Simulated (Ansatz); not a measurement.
Gas-phase electronic energies from Ansatz, PBE0-D4/def2-TZVP geometries. CCSD(T)/CBS is the MP2 limit (def2-TZVPP, def2-QZVPP) plus CCSD(T) − MP2 in def2-TZVPP, frozen cores. Functionals use def2-TZVPP. def2 core potentials past Kr. For Sn outer-core shells are correlated without core-valence functions, which leaves a few kJ/mol of doubt a bond. Each species was taken in one conformer, which may not be the lowest.

`O[SiH2][SiH](F)S` + `[NH2][SnH2][F]` → `N[SiH](F)[SiH2]O` + `[F][SnH2][SH]`  (redistribution)

```json
{"level": "PBE", "ΔE (kJ/mol)": "-55.5"}
{"level": "r2SCAN", "ΔE (kJ/mol)": "-58.8"}
```

Q: What does CCSD(T)/CBS give? (Estimate.)

A: Computed: -58.0 kJ/mol. The listed levels differ from it by 2.5, -0.8 kJ/mol.

Largest T1 diagnostic among the species: 0.013.

From PBE to PBE0 (25 % exact exchange), in def2-TZVPP and without D4, ΔE moves by −3.6 kJ/mol. In def2-TZVPP, CCSD(T) changes the Hartree–Fock value by +12.2 kJ/mol (the triples alone add +2.1 kJ/mol) and MP2 by +12.5 kJ/mol.
